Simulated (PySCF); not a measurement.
Species: C₁₀H₁₀.
InChI=1S/C10H10/c1-2-5-9-8-10(9)6-3-4-7-10/h3-4,6-7,9H,8H2,1H3/t9-/m1/s1

Computed with PySCF at PBE0/pcSseg-1, non-relativistic, on one gas-phase PBE0-D3(BJ)/def2-SVP geometry that isn't relaxed in the solvent. The solvent is an IEF-PCM continuum (cavity from Bondi-type radii × 1.2). Specific hydrogen bonds and non-electrostatic terms are outside this model.

```tsv
run	E − E(gas) (kcal/mol)	HOMO (eV)	HOMO–LUMO gap (eV)	dipole (D)
gas	0.00	-6.21	5.43	1.05
P	-3.86	-6.33	5.47	1.30
Q	-2.36	-6.27	5.45	1.20
```

Task: The runs were made in benzene and chloroform. Which run belongs to which solvent?

Result: P = chloroform, Q = benzene. The dielectric constants are 2.271 (benzene), 4.711 (chloroform), and the energy falls further as ε rises. In this model the ground state sees the solvent through ε alone.

Task: How constant is the ratio of the lowering to (ε − 1)/(2ε + 1)?

Result: 
```
   solvent  (ε − 1)/(2ε + 1)  E − E(gas) (kcal/mol)  ratio (kcal/mol)  polarisation term (kcal/mol)
   benzene             0.229                  -2.36             -10.3                         -2.49
chloroform             0.356                  -3.86             -10.9                         -4.23
```

The ratio changes by +5.5 % in size from benzene to chloroform. The polarisation term is half the interaction of the solute with the induced surface charges.
